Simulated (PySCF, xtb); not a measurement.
C3H8As, SMILES C[C]([AsH2])C, multiplicity 2.

Harmonic wavenumbers (cm⁻¹) from xtb 6.7.1 with GFN2-xTB at its own minimum, in rising order: 123, 141, 144, 248, 263, 308, 526, 716, 748, 946, 949, 965, 974, 1026, 1186, 1225, 1386, 1399, 1461, 1470, 1472, 1485, 1863, 1873, 2882, 2886, 2967, 2973, 2978, 2978.

Task: What does B3LYP-D3(BJ)/def2-SVP in PySCF give at its own minimum? (An estimate is asked for; the answer gives what the named calculation found.)

Result: 102, 103, 120, 240, 257, 298, 518, 718, 762, 937, 940, 967, 969, 1014, 1197, 1246, 1377, 1390, 1440, 1443, 1453, 1463, 2139, 2160, 2952, 2956, 3028, 3028, 3097, 3098. Paired by order, the mean absolute difference is 45 cm⁻¹ and the zero-point energies are 58.0 and 59.2 kcal/mol.
